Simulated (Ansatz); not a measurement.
Consider the isomerisation: `F[SiH]1COC=N1` → `FC1N=C[SiH2]O1`.

Gas-phase electronic energies from Ansatz, PBE0-D4/def2-TZVP geometries. CCSD(T)/CBS adds triple-zeta CCSD(T) − MP2 to the extrapolated MP2 energy (def2 sets, frozen cores). DFT in def2-TZVPP. B3LYP here is the variant with VWN-RPA as its local correlation; programs differ in this.

```json
{"level": "PBE-D4", "ΔE (kJ/mol)": "164.5", "difference from CCSD(T)/CBS": "-1.1"}
{"level": "r2SCAN-D4", "ΔE (kJ/mol)": "170.0", "difference from CCSD(T)/CBS": "4.4"}
{"level": "B3LYP-D4", "ΔE (kJ/mol)": "165.5", "difference from CCSD(T)/CBS": "-0.1"}
{"level": "ωB97M-V", "ΔE (kJ/mol)": "164.5", "difference from CCSD(T)/CBS": "-1.1"}
{"level": "B2PLYP", "ΔE (kJ/mol)": "168.5", "difference from CCSD(T)/CBS": "2.9"}
{"level": "HF/def2-TZVPP", "ΔE (kJ/mol)": "156.9", "difference from CCSD(T)/CBS": "-8.7"}
{"level": "SCS-MP2/def2-TZVPP", "ΔE (kJ/mol)": "165.1", "difference from CCSD(T)/CBS": "-0.5"}
{"level": "CCSD/def2-TZVPP", "ΔE (kJ/mol)": "159.7", "difference from CCSD(T)/CBS": "-5.9"}
{"level": "CCSD(T)/def2-TZVPP", "ΔE (kJ/mol)": "160.7", "difference from CCSD(T)/CBS": "-4.9"}
{"level": "HF/def2-QZVPP", "ΔE (kJ/mol)": "158.5", "difference from CCSD(T)/CBS": "-7.1"}
{"level": "CCSD(T)/CBS", "ΔE (kJ/mol)": "165.6", "difference from CCSD(T)/CBS": "0"}
```

Largest T1 diagnostic among the species: 0.015.

In def2-TZVPP, CCSD(T) changes the Hartree–Fock value by +3.8 kJ/mol (the triples alone add +1.0 kJ/mol) and MP2 by +15.3 kJ/mol.

CCSD(T)/CBS has its own doubt, a few kJ/mol and more with outer-core shells, so smaller differences from it don't rank the levels.
